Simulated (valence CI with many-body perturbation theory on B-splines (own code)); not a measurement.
# Au VI: magnetic and hyperfine properties of the levels

Calculated by valence CI with perturbative core correlation (CI+MBPT): six valence electrons over a frozen Dirac-Fock core [Xe] 4f14, radial functions for each j: 7 s, 7 p, 8 d, 6 f, 4 g, 1 h, with the one-electron correlation potential Σ1 (screened to all orders), the two-electron term Σ2, the three-electron term Σ3, Breit, model QED; selected single and double excitations, second order for the rest, scaled by the run's own slope (own B-spline code, finite nucleus).

No measured spectrum was set against this ion. As an estimate, terms of the open shell hold to 2 to 4 % of their energy, and close levels can change places; different configurations can be misplaced against each other by 1,000 to 8,000 cm⁻¹. Among the levels kept, up to 870 cm⁻¹ of a level comes from second order outside the variational space, and about a tenth of that is noise between levels of different J, which matters for small intervals. Only levels of the ground parity were solved; by the run's estimate the other parity begins above the list, which can be wrong where configurations are misplaced.

A/g_I is the dipole constant over the nuclear g factor μ/I (μ in nuclear magnetons, uniformly magnetised nucleus), B/Q the quadrupole constant per barn. Both hold the static response of the core; the bare values leave it out. Large factors of s and p1/2 electrons are usually good to 5 to 10 %; those of open d and f shells near neutrality can be off by tens of per cent, and small factors of p3/2, d and f electrons come from cancelling terms and can be off by a factor of two or in sign, in half-filled shells by more. B is blank for J = 1/2, where it vanishes, and for nearly pure S terms. Energies count from the lowest level. Levels with J = 0 are left out.

Names give the largest LS component (configuration and term), which can be under half, so a name can repeat, a term be missing and a line seem to break the LS rules; names also repeat where a configuration has a term twice. Letters in brackets count levels of one name in rising energy.

| Level | E (eV) | g | A/g_I (MHz) | A/g_I bare | B/Q (MHz/b) | B/Q bare |
| --- | --- | --- | --- | --- | --- | --- |
| 5d6 5D_4 | 0.0000 | 1.427 | -479 | 864 | 2300 | 2030 |
| 5d6 5D_2 [a] | 0.8668 | 1.426 | -493 | 806 | -659 | -542 |
| 5d6 5D_3 | 1.167 | 1.462 | -793 | 524 | 328 | 303 |
| 5d6 5D_1 | 1.637 | 1.452 | -681 | 666 | -758 | -625 |
| 5d6 3H_4 [a] | 2.293 | 1.069 | 966 | 1150 | 1530 | 1340 |
| 5d6 3G_5 | 2.959 | 1.120 | 863 | 1300 | 894 | 802 |
| 5d6 3H_6 | 3.024 | 1.134 | 893 | 1420 | -1780 | -1600 |
| 5d6 5D_2 [b] | 3.325 | 1.280 | -126 | 589 | -1140 | -985 |
| 5d6 3F_3 | 3.527 | 0.999 | 1500 | 1650 | 897 | 786 |
| 5d6 3F_2 [a] | 3.685 | 0.948 | 1680 | 1700 | -530 | -462 |
| 5d6 3H_4 [b] | 4.393 | 0.987 | 1430 | 1460 | -332 | -251 |
| 5d6 3D_1 | 4.496 | 0.785 | 2140 | 1560 | 895 | 746 |
| 5d6 3G_4 | 4.702 | 1.102 | 1130 | 1610 | -190 | -168 |
| 5d6 3D_2 | 4.705 | 1.193 | 510 | 1160 | 1830 | 1650 |
| 5d6 3H_5 | 4.868 | 1.112 | 990 | 1460 | -1360 | -1150 |
| 5d6 3D_3 | 4.983 | 1.275 | 183 | 993 | -1300 | -1180 |
| 5d6 3G_3 | 5.301 | 0.925 | 1920 | 1870 | 68.4 | 75.3 |
| 5d6 1I_6 | 5.491 | 1.032 | 1370 | 1610 | -2250 | -1940 |
| 5d6 1F_3 | 5.710 | 1.019 | 1350 | 1560 | -2310 | -1940 |
| 5d6 3P_1 [a] | 6.035 | 1.283 | -50.9 | 854 | 41.8 | 103 |
| 5d6 1G_4 | 6.373 | 1.039 | 1390 | 1690 | 508 | 417 |
| 5d6 1D_2 | 6.537 | 1.059 | 1220 | 1540 | -1090 | -992 |
| 5d6 3P_1 [b] | 7.074 | 1.480 | -1030 | 127 | -534 | -481 |
| 5d6 3F_2 [b] | 7.688 | 0.738 | 2800 | 2280 | -934 | -813 |
| 5d6 3F_4 | 7.689 | 1.196 | 600 | 1270 | -2660 | -2310 |

Task: Take the isotope of mass number 197, with I = 3/2, μ = 0.1452 μN and Q = 0.547 b. What is the hyperfine structure of 5d6 3H_4 [a]?

Result: From the table A = 93.5 MHz, B = 839 MHz. Shifts from the centre of gravity in MHz: F = 5/2: -289, F = 7/2: -539, F = 9/2: -320, F = 11/2: 771.
